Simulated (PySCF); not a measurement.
The complex [Nb(NH3)6]3+ (charge +3) contains Nb(III), shell d2. The structure is a model geometry with rigid ligands and bond lengths from ionic radii, not a minimum; coordination octahedral, point group S6, metal–donor distances 2.15 Å.

The d shell alone is too small an active space for [Nb(NH3)6]3+ (an active orbital has only 0.61 squared overlap with the free ion's shell): its levels, fitted parameters, g values and moments show what this model gives and aren't sound predictions.

```
25

Nb    0.0000    0.0000    0.0000
N     0.0000    0.0000    2.1500
H     0.9424    0.0000    2.5403
H    -0.4712    0.8161    2.5403
H    -0.4712   -0.8161    2.5403
N     0.0000    0.0000   -2.1500
H    -0.9424    0.0000   -2.5403
H     0.4712    0.8161   -2.5403
H     0.4712   -0.8161   -2.5403
N     2.1500    0.0000    0.0000
H     2.5403    0.9424    0.0000
H     2.5403   -0.4712    0.8161
H     2.5403   -0.4712   -0.8161
N    -2.1500    0.0000    0.0000
H    -2.5403   -0.9424    0.0000
H    -2.5403    0.4712    0.8161
H    -2.5403    0.4712   -0.8161
N     0.0000    2.1500    0.0000
H     0.0000    2.5403    0.9424
H     0.8161    2.5403   -0.4712
H    -0.8161    2.5403   -0.4712
N     0.0000   -2.1500    0.0000
H     0.0000   -2.5403   -0.9424
H     0.8161   -2.5403    0.4712
H    -0.8161   -2.5403    0.4712
```

Method (PySCF 2.14, density fitting): CASSCF(2,5) with orbitals averaged over all microstates of the shell, strongly contracted NEVPT2 on the averaged canonical orbitals; basis x2c-TZVPall on the metal, x2c-SVPall elsewhere; spin-free X2C; gas phase; spin-orbit coupling by state interaction with the mean-field operator over all roots.

(1) What is the ground state?

(2) List the excited states of the same spin.

(3) Which is the lowest state of another spin?

(4) Give the fitted ligand-field and repulsion parameters.

(5) What magnetic behaviour follows?

The geometry is a model, and the complex may not exist in this form. The ground state is orbitally degenerate in this regular structure, which would distort (Jahn–Teller), so its moment is that of the undistorted model. NEVPT2 on the d shell alone tends to put d–d bands too high for such charged or covalently bound ions.

The job took 33 s on one thread of Arm Neoverse V1 (shared host), with 237 basis functions and a peak of 0.65 GiB, launched as `OMP_NUM_THREADS=1 python lf_run.py task.json out`.

Results:

(1) 3Eg (from 3T1g) (S = 1, orbital degeneracy 2), with 2.0 electrons in the lower (t2g-type) set and 0.0 in the upper (eg-type) set, by NEVPT2.

(2) By NEVPT2: 3Ag (from 3T1g) at 643 cm⁻¹; 3Eg (from 3T2g) at 41147 cm⁻¹ (243 nm); 3Ag (from 3T2g) at 41467 cm⁻¹ (241 nm); 3Eg (from 3T1g) at 46803 cm⁻¹ (214 nm); 3Ag (from 3T1g) at 47076 cm⁻¹ (212 nm); 3Ag (from 3A2g) at 83346 cm⁻¹. All are electric-dipole forbidden at this geometry.

(3) 1Ag (from 1T2g) at 7423 cm⁻¹ by NEVPT2; CASSCF alone puts it at 9029 cm⁻¹ above the same ground state.

(4) At CASSCF level (the NEVPT2 levels don't fit a ligand-field model well): orbital energies 0, 570, 570, 40351, 40351 cm⁻¹; 10Dq = 39970 cm⁻¹ (difference of the means of the two sets); B = 616 cm⁻¹; C = 2506 cm⁻¹; B over its free-ion value at the same level 0.804; rms of the fit 312 cm⁻¹; ζ = 554 cm⁻¹ (free ion 631).

(5) Degenerate or low-lying orbital states mix with the ground state, so no spin-only Hamiltonian applies. The lowest spin-orbit level is 2-fold; the next lies at 180.5 cm⁻¹. The two lowest states form a pseudo-doublet split by 0.000 cm⁻¹ with g_z = 1.90. μeff is 2.17 μB at 300 K and 1.05 μB at 10 K; the spin-only value is 2.83 μB.
